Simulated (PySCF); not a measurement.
Geometry:
```
atom   x (Å)   y (Å)   z (Å)
  C1  -2.470   0.739   0.093
  C2  -1.191  -0.006  -0.080
  C3   0.061   0.515   0.184
  C4   1.193  -0.280  -0.033
 Si5   2.972   0.280   0.304
  N6   1.082  -1.519  -0.487
  N7  -0.085  -2.039  -0.738
  C8  -1.166  -1.329  -0.547
  F9  -2.325  -1.940  -0.829
 H10  -3.204   0.116   0.602
 H11  -2.310   1.652   0.661
 H12  -2.881   0.998  -0.883
 H13   0.172   1.526   0.551
 H14   2.967   1.747   0.276
 H15   3.341  -0.180   1.643
 H16   3.836  -0.271  -0.729
```

All values are calculated (PySCF): shielding tensors at PBE0/pcSseg-1 (GIAO), structure optimised with GFN2-xTB. A single conformation, non-relativistic Hamiltonian, rapidly exchanging positions averaged, isolated molecule.

Problem. List the cross peaks expected in HSQC, COSY and HMBC spectra.

Solution. 

HSQC (one-bond C–H):
```csv
δH,δC
7.67 (H13),141.3 (C3)
2.42 (H10/H11/H12),17.2 (C1)
```

HMBC (two and three bonds, from the bond graph):
```csv
δH,δC
7.67 (H13),"175.5 (C8), 165.7 (C4), 128.6 (C2), 17.2 (C1)"
4.69 (H14/H15/H16),"165.7 (C4), 141.3 (C3)"
2.42 (H10/H11/H12),"175.5 (C8), 141.3 (C3), 128.6 (C2)"
```

No COSY cross peaks are expected.

Scale: 1H (σ = 31.72 ppm), 13C (σ = 186.93 ppm) vs TMS (reference shieldings calculated alike).

Short H···H contacts in this conformer between protons four or more bonds apart (candidates for NOE cross peaks, intensity ∝ r⁻⁶): H11···H13 2.49 Å.

Shifts are as computed. Against solution values, carbons near 30 ppm lie about +3 ppm off and those near 130 ppm about +5 ppm. Of 1211 compounds with measured shifts, 218 miss one by over three times the rms of a fit or turn the order of signals round; such compounds aren't used in these exercises.
